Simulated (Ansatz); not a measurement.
**A ladder of methods for GaH2F (SMILES [H][Ga]([H])[F])**

The species is GaH2F (4 atoms), meant as a singlet with charge 0. SMILES: `[H][Ga]([H])[F]`. The shape comes from GFN2-xTB, which is rough for such elements, and wasn't checked as a minimum.

```xyz
4

Ga    0.0512    0.0853    0.0008
H     1.5869   -0.0600    0.0139
H    -0.7975    1.3736   -0.0190
F    -0.8407   -1.3989    0.0043
```

Quantity: the energy change with the Ga1–H3 bond stretched from 1.543 to 1.929 Å, in eV. The values are calculated.

| level | kind | program | value (eV) | less FCI/STO-3G | CPU time (all runs) |
| --- | --- | --- | --- | --- | --- |
| HF/STO-3G (restricted) | Hartree–Fock | Ansatz | 1.57 | +0.66 | 0.38 s |
| SVWN5/STO-3G (restricted) | LDA | Ansatz | 1.36 | +0.45 | 3.8 s |
| PBE/STO-3G (restricted) | GGA | Ansatz | 1.29 | +0.38 | 6.1 s |
| revPBE/STO-3G (restricted) | GGA | Ansatz | 1.25 | +0.34 | 6.6 s |
| r2SCAN/STO-3G (restricted) | meta-GGA | Ansatz | 1.37 | +0.46 | 28 s |
| PBE0/STO-3G (restricted) | global hybrid | Ansatz | 1.40 | +0.49 | 7.2 s |
| CAM-B3LYP/STO-3G (restricted) | range-separated hybrid | Ansatz | 1.49 | +0.58 | 8.1 s |
| B2PLYP/STO-3G (restricted) | double hybrid | Ansatz | 1.39 | +0.48 | 10 s |
| FCI/STO-3G | exact in the basis | Ansatz | 0.91 | 0.00 | 57 s |

FCI/STO-3G is exact within its basis and frozen core, so for wave-function methods in that basis the difference is their error; functionals converge differently with the basis, so for them it is only a difference. All-electron rows without a relativistic Hamiltonian named are non-relativistic. The first shape isn't each level's own minimum. The values span 0.91 to 1.57 eV. All rows use very small basis sets, so none should be taken for the real molecule's value. CPU times are rough (shared hosts, several kinds of processor and program).
